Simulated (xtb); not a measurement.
H$_{3}$GeO$_{3}$, doublet, geometry from GFN2-xTB; xtb with GFN2-xTB.

The xtb input:
```
$ xtb mol.xyz --gfn 2 --uhf 1 --etemp 5000 --json

# file mol.xyz
7

O     -0.89026396    -1.04649341    -0.98157779
Ge    -0.13561324    -0.04736149     0.31044063
O     -0.26136974     1.64159635    -0.29675013
O      1.61904039    -0.43186608     0.20835849
H     -1.66282753    -0.65193226    -1.38205149
H      0.45348446     2.21223983    -0.02059503
H      1.80971341    -1.35063456     0.02830177
```

Output, abridged:

```
   ID    Z sym.   atoms
    1    8 O      1, 3, 4
    2   32 Ge     2
    3    1 H      5-7

           -------------------------------------------------
          |                Calculation Setup                |
           -------------------------------------------------

           -------------------------------------------------
          |                 G F N 2 - x T B                 |
           -------------------------------------------------

          ...................................................
          :                      SETUP                      :
          :.................................................:
          :  # basis functions                  25          :
          :  # atomic orbitals                  24          :
          :  # shells                           12          :
          :  # electrons                        25          :
          :  max. iterations                   250          :
          :  Hamiltonian                  GFN2-xTB          :
          :  restarted?                      false          :
          :  GBSA solvation                  false          :
          :  PC potential                    false          :
          :  electronic temp.         5000.0000000     K    :
          :  accuracy                    1.0000000          :
          :  -> integral cutoff          0.2500000E+02      :
          :  -> integral neglect         0.1000000E-07      :
          :  -> SCF convergence          0.1000000E-05 Eh   :
          :  -> wf. convergence          0.1000000E-03 e    :
          :  Broyden damping             0.4000000          :
          :  net charge                          0          :
          :  unpaired electrons                  1          :
          ...................................................

 iter      E             dE          RMSdq      gap      omega  full diag
   1    -14.7386745 -0.147387E+02  0.749E+00    6.15       0.0  T
   2    -14.8800134 -0.141339E+00  0.109E+01    7.85       1.0  T
   3    -15.5969287 -0.716915E+00  0.549E+00    8.19       1.0  T
   4    -15.7674054 -0.170477E+00  0.206E+00    7.79       1.0  T
   5    -15.7676575 -0.252139E-03  0.446E-01    7.85       1.0  T
   6    -15.7675103  0.147211E-03  0.205E-01    7.82       1.0  T
   7    -15.7678071 -0.296787E-03  0.476E-02    7.85       1.0  T
   8    -15.7678218 -0.146418E-04  0.114E-02    7.85       3.3  T
   9    -15.7678226 -0.802571E-06  0.306E-03    7.85      12.4  T
  10    -15.7678226 -0.650628E-07  0.639E-04    7.85      59.1  T
  11    -15.7678226 -0.549873E-08  0.972E-05    7.85     388.9  T

   *** convergence criteria satisfied after 11 iterations ***

         :::::::::::::::::::::::::::::::::::::::::::::::::::::
         ::                     SUMMARY                     ::
         :::::::::::::::::::::::::::::::::::::::::::::::::::::
         :: total energy             -15.707447784556 Eh    ::
         :: gradient norm              0.010848942479 Eh/a0 ::
         :: HOMO-LUMO gap              7.852208725023 eV    ::
         ::.................................................::
         :: SCC energy               -15.767821268008 Eh    ::
         :: -> isotropic ES            0.053180736451 Eh    ::
         :: -> anisotropic ES         -0.004492551616 Eh    ::
         :: -> anisotropic XC         -0.000869035282 Eh    ::
         :: -> dispersion             -0.002959814978 Eh    ::
         :: repulsion energy           0.060373483452 Eh    ::
         :: add. restraining           0.000000000000 Eh    ::
         :: total charge              -0.000000000197 e     ::
         :::::::::::::::::::::::::::::::::::::::::::::::::::::

           -------------------------------------------------
          |                Property Printout                |
           -------------------------------------------------

    * Orbital Energies and Occupations

         #    Occupation            Energy/Eh            Energy/eV
[...]
         4        2.0000           -0.6350488             -17.2806
         5        2.0000           -0.5657792             -15.3956
         6        2.0000           -0.5657792             -15.3956
         7        1.9993           -0.5226656             -14.2225
         8        1.9940           -0.4882010             -13.2846
         9        1.9924           -0.4844443             -13.1824
        10        1.9924           -0.4844443             -13.1824
        11        1.9683           -0.4614335             -12.5562
        12        1.9683           -0.4614335             -12.5562
        13        1.0853           -0.3697792             -10.0622 (HOMO)
        14        0.0001           -0.0812158              -2.2100 (LUMO)
        15        0.0001           -0.0812158              -2.2100
        16        0.0000           -0.0235334              -0.6404
        17                          0.0788640               2.1460
        18                          0.1149131               3.1269
        19                          0.1149131               3.1269
        20                          0.2206439               6.0040
        21                          0.2206439               6.0040
        22                          0.2934138               7.9842
        23                          0.7158025              19.4780
        24                          0.7158025              19.4780
      -------------------------------------------------------------
                  HL-Gap            0.2885634 Eh            7.8522 eV
             Fermi-level           -0.3191677 Eh           -8.6850 eV

     #   Z          covCN         q      C6AA      α(0)
     1   8 O        1.582    -0.459    22.071     6.340
     2  32 Ge       2.339     0.410   225.481    30.257
     3   8 O        1.582    -0.459    22.071     6.340
     4   8 O        1.582    -0.459    22.071     6.340
     5   1 H        0.809     0.322     0.657     1.273
     6   1 H        0.809     0.322     0.657     1.273
     7   1 H        0.809     0.322     0.657     1.273

 Mol. C6AA /au·bohr⁶  :        961.634169
 Mol. C8AA /au·bohr⁸  :      45221.136121
 Mol. α(0) /au        :         53.095820

Wiberg/Mayer (AO) data.
largest (>0.10) Wiberg bond orders for each atom

 ---------------------------------------------------------------------------
     #   Z sym  total        # sym  WBO       # sym  WBO       # sym  WBO
 ---------------------------------------------------------------------------
     1   8 O    2.116 --     2 Ge   1.096     5 H    0.873
     2  32 Ge   3.342 --     1 O    1.096     3 O    1.096     4 O    1.096
     3   8 O    2.116 --     2 Ge   1.096     6 H    0.873
     4   8 O    2.116 --     2 Ge   1.096     7 H    0.873
     5   1 H    0.896 --     1 O    0.873
     6   1 H    0.896 --     3 O    0.873
     7   1 H    0.896 --     4 O    0.873
 ---------------------------------------------------------------------------

Topologies differ in total number of bonds
Writing topology from bond orders to xtbtopo.mol

molecular dipole:
                 x           y           z       tot (Debye)
 q only:       -0.145      -0.051       0.332
   full:       -0.135      -0.047       0.308       0.863
molecular quadrupole (traceless):
                xx          xy          yy          xz          yz          zz
 q only:        0.381      -0.119       0.679       0.778       0.272      -1.060
  q+dip:        0.447      -0.139       0.798       0.914       0.319      -1.245
   full:        0.573      -0.179       1.023       1.171       0.409      -1.596

           -------------------------------------------------
          | TOTAL ENERGY              -15.707447784556 Eh   |
          | GRADIENT NORM               0.010848942479 Eh/α |
          | HOMO-LUMO GAP               7.852208725023 eV   |
           -------------------------------------------------

normal termination of xtb
```
